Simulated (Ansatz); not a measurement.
Two structures of Si$_{2}$H$_{6}$ClOF$_{3}$, closed shell, reached by relaxing down either side of one saddle point (PBE0-D4/def2-TZVP). Energies are electronic, without zero-point energy. Ansatz 0.2.0; basis: def2-TZVPP and def2-QZVPP; cores frozen in the correlated methods. Extrapolation: Hartree–Fock as exp(−7.88 √X), correlation as X^−2.97. First:

| atom | x (Å) | y (Å) | z (Å) |
| --- | --- | --- | --- |
| Si1 | -1.1654 | 0.5929 | -0.7747 |
| Si2 | 0.2683 | -0.6685 | -2.1157 |
| F3 | -0.7445 | 2.1033 | -0.5933 |
| F4 | -2.6340 | 0.6054 | -1.3684 |
| F5 | -1.3367 | 0.0000 | 0.7010 |
| H6 | 1.4586 | 0.2814 | 1.7270 |
| Cl7 | 2.1636 | 0.4035 | 0.6115 |
| H8 | 0.4656 | -0.6952 | 3.5039 |
| O9 | 0.3793 | 0.1154 | 2.9955 |
| H10 | 0.6862 | -1.8810 | -1.3740 |
| H11 | -0.5115 | -1.0642 | -3.3180 |
| H12 | 1.4302 | 0.1555 | -2.5182 |
| H13 | -0.4597 | 0.0516 | 2.5235 |

Second:

```
13
angstrom
Si -0.9600 1.9560 0.1284
Si 0.9483 -1.7905 -1.4093
F -1.4366 3.0138 -0.9347
F -1.3013 0.5528 -0.4847
F -1.7731 2.2495 1.4314
H 0.0200 -0.8821 1.5979
Cl 1.0162 2.2100 0.3799
H 1.1753 -1.6410 0.0549
O -0.4364 -0.1656 2.0486
H 1.9035 -2.8051 -1.9211
H -0.4436 -2.2421 -1.6445
H 1.1936 -0.4871 -2.0712
H 0.0940 0.0314 2.8243
```

(1) Which bonds change from the first to the second?

(2) Give the saddle point's structure and its height above each. (Judge from chemistry; the value comes from the calculation.)

T1 diagnostic: at most 0.013.

## Answers

(1) Si₂H₃F₃ ([F][Si]([F])([F])[SiH3]) + HCl + H₂O → SiClF₃ ([F][Si]([F])([F])[Cl]) + SiH₄ + H₂O; bonds formed: Si1–Cl7, Si2–H8, H6–O9; bonds broken: Si1–Si2, H6–Cl7, H8–O9.

(2) The calculation gives: 1.918 eV above the first and 2.730 eV above the second (CCSD(T) at an estimated basis limit (MP2 extrapolated from triple and quadruple zeta, plus CCSD(T) − MP2 in triple zeta)).
```
13
angstrom
Si -0.6195 1.0777 -0.2948
Si 0.4121 -1.0059 -1.1852
F -0.5432 2.4257 -1.1263
F -1.8641 0.4366 -1.1217
F -1.3656 1.2352 1.1197
H 0.9139 -0.0199 1.8351
Cl 1.3955 1.5580 0.6144
H 0.0353 -0.7029 0.6573
O 0.2924 -0.8050 1.8404
H 1.7248 -1.5305 -0.7299
H -0.5169 -2.0932 -1.5683
H 0.6430 -0.0847 -2.3334
H -0.5078 -0.4913 2.2927
```

Labels in which every atom is bracketed show which atoms are joined, not bond orders.

For scale, one of the runs: CCSD(T)/def2-TZVPP, 334 basis functions, launched by `ansatz run in.yaml --threads 2 --pin off --events-out ev --progress --plain --max-ram 32768MiB --backend cuda --devices 0, --max-vram 18GiB`. Hardware: 2 CPU threads of an AMD EPYC 7R13 and a share of one NVIDIA H100, shared host. Wall time 33 s; peak host memory 0.8 GiB.
